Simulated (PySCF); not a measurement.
2-(furan-2-yl)-1,3,4-oxadiazole (C6H4N2O2), SMILES c1coc(-c2ocnn2)c1.

Geometry optimised at PBE0-D3(BJ)/def2-SVP. The values are those of a single conformer.

Method: CAM-B3LYP/def2-SVP run with PySCF.

Symmetry labels are those of the subgroup Cs that the program uses (full group Cs).

Computed valence orbital energies around the gap with their symmetry:
```
orbital  symmetry  energy (eV)
-------  --------  -----------
HOMO−7         A'       -13.34
HOMO−6         A'       -12.57
HOMO−5         A"       -11.53
HOMO−4         A'       -10.91
HOMO−3         A"       -10.45
HOMO−2         A"        -9.86
HOMO−1         A'        -9.35
HOMO           A"        -7.93
LUMO           A"        -0.22
LUMO+1         A"         1.62
LUMO+2         A"         2.35
LUMO+3         A'         3.19
```
